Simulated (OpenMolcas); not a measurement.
## Computed transition rates of Cl2+

| Property | Result |
| --- | --- |
| Program | OpenMolcas |
| Method | MS-RASPT2, IPEA 0.25 Eh, imaginary shift 0.1 Eh (closed shells correlated: 2s 2p) |
| Basis | ANO-RCC-VQZP [6s5p3d2f1g] |
| Scalar Hamiltonian | DKH2, point nucleus |
| Active space | 5 electrons in 9 orbitals (RAS2 3s 3p; RAS3 3d, at most 2 electrons) |
| State averaging | 2S+1 = 4 odd, 1 root; 2S+1 = 2 odd, 11 roots; 2S+1 = 4 even, 3 roots; 2S+1 = 2 even, 9 roots |
| Spin-orbit coupling | RASSI with atomic mean-field integrals over the reference wave functions, term energies averaged over their components |

Rates come from the transition moments of the reference wave functions (E1 and E2 in the length form). At fixed line strength A goes as λ^-3 for E1 and M1 and as λ^-5 for E2, so a rate at the computed wavelength can be rescaled to the measured one. Measured vacuum wavelengths follow from level energies in Moore, Atomic Energy Levels, vol. I, NSRDS-NBS 35 (1971 reprint of NBS Circular 467, 1949). Branching counts decays inside the model space alone, at computed energies, and the table is only a selection of the E2 and M1 lines, drawn from those between levels with measured partners whose computed energy lies within a factor of 1.5 of the measured one.

```
          Upper            Lower  Type  λ computed (nm)  λ measured (nm)  A computed (s-1)  A rescaled (s-1)  Branching %
3s² 3p³ ²P°_3/2  3s² 3p³ ⁴S°_3/2    M1            328.8            334.4          6.55e-01                           52.7
3s² 3p³ ²P°_1/2  3s² 3p³ ⁴S°_3/2    M1            329.4            335.4          2.64e-01                           40.4
3s² 3p³ ²P°_3/2  3s² 3p³ ²D°_3/2    M1            830.6            843.6          2.09e-01                           16.8
3s² 3p³ ²P°_3/2  3s² 3p³ ²D°_5/2    E2            834.1            848.4          1.83e-01          1.68e-01         14.8
3s² 3p³ ²P°_1/2  3s² 3p³ ²D°_3/2    E2            834.3            850.4          1.57e-01          1.43e-01         24.1
3s² 3p³ ²P°_1/2  3s² 3p³ ²D°_3/2    M1            834.3            850.4          1.29e-01                           19.7
3s² 3p³ ²P°_3/2  3s² 3p³ ²D°_5/2    M1            834.1            848.4          1.16e-01                            9.4
3s² 3p³ ²P°_1/2  3s² 3p³ ²D°_5/2    E2            837.8            855.3          1.03e-01          9.29e-02         15.7
3s² 3p³ ²P°_3/2  3s² 3p³ ²D°_3/2    E2            830.6            843.6          7.90e-02          7.31e-02          6.4
3s² 3p³ ²D°_3/2  3s² 3p³ ⁴S°_3/2    M1            544.3            553.9          2.88e-03                           89.0
3s² 3p³ ²D°_5/2  3s² 3p³ ⁴S°_3/2    E2            542.8            551.9          5.60e-04                           89.7
3s² 3p³ ²D°_3/2  3s² 3p³ ⁴S°_3/2    E2            544.3            553.9          3.55e-04                           11.0
3s² 3p³ ²D°_5/2  3s² 3p³ ⁴S°_3/2    M1            542.8            551.9          6.30e-05                           10.1
```

Spin-changing lines and M1 lines between different terms are not rescaled, since their strength hangs on the term gaps too.

The largest correction is for 3s² 3p³ ²P°_1/2 → 3s² 3p³ ²D°_5/2 (E2): 1.03e-01 × (837.8 / 855.3)^5 = 9.29e-02 s-1, a factor of 0.90.

No measured rate stands beside these. Rescaling mends the energy factor alone: line strengths can still be far off where a level mixes with configurations outside the active space, and weak or spin-changing lines hang on small mixing coefficients that depend on the term gaps too, so rescaling need not improve them.

The run also gave levels led by 3s² 3p² 3d, which use shells meant for correlation; these and all levels above them are left out. Measured partners are found by configuration, term and J. A level has none where our copy of the source lacks it or the pairing is in doubt (some pairs that miss far off the trend of their configuration count as doubtful). Levels of configurations outside the active space are missing.

° marks odd parity.
